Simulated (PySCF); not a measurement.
## W6: one run

W6 (triplet). PySCF 2.14.0, UKS BP86, W def2-SVP with ECP60; non-relativistic Hamiltonian with scalar-relativistic core potentials where named; density fitting; no spin-orbit coupling. Purpose: level BP86.

```python
mol = gto.M(atom='''
W      1.75393     0.00046     0.00012
W     -0.00048     1.80889    -0.00000
W     -1.75393    -0.00046    -0.00012
W      0.00048    -1.80888     0.00000
W     -0.00012    -0.00000     1.80892
W      0.00012    -0.00000    -1.80891''',
    basis={'W': 'def2-SVP'},
    ecp={'W': 'def2-SVP'},
    charge=0, spin=2)
mf = dft.UKS(mol, xc='B88,P86')
mf.grids.atom_grid = (75, 302)
mf = mf.density_fit()  # fitting sets: W def2-universal-JKFIT
mf.conv_tol = 1e-08; mf.max_cycle = 55
mf.kernel(dm0)  # dm0: converged density of the relaxed state
mf.nuc_grad_method().kernel()
```

Run from Python with OMP_NUM_THREADS=4; the lines above give its settings. Where DIIS fails, smearing, a level shift and second-order steps follow.
It took 23 s on 4 threads of Arm Neoverse V1, with other jobs on the host, from an already converged density.

Q: Where do the frontier levels lie, over both spins?

A: HOMO -3.51 eV, LUMO -3.34 eV. 

Q: What are the Mulliken charges and spins?

A: 
```json
{"atom": "W1", "charge (e)": "0.065", "spin (e)": "-0.003"}
{"atom": "W2", "charge (e)": "-0.032", "spin (e)": "0.502"}
{"atom": "W3", "charge (e)": "0.065", "spin (e)": "-0.003"}
{"atom": "W4", "charge (e)": "-0.032", "spin (e)": "0.502"}
{"atom": "W5", "charge (e)": "-0.032", "spin (e)": "0.502"}
{"atom": "W6", "charge (e)": "-0.032", "spin (e)": "0.502"}
```

Q: What forces act on the atoms (eV/Å)?

A: 
```
W    0.16  0.00  0.00
W    0.00  0.18  0.00
W   -0.16  0.00  0.00
W    0.00 -0.18  0.00
W    0.00  0.00  0.18
W    0.00  0.00 -0.18
```
Forces carry noise of the integration grid, about 0.01 to 0.03 eV/Å.

The geometry was relaxed with PBE (W def2-SVP with ECP60).

Open shells may have lower solutions than the one found.
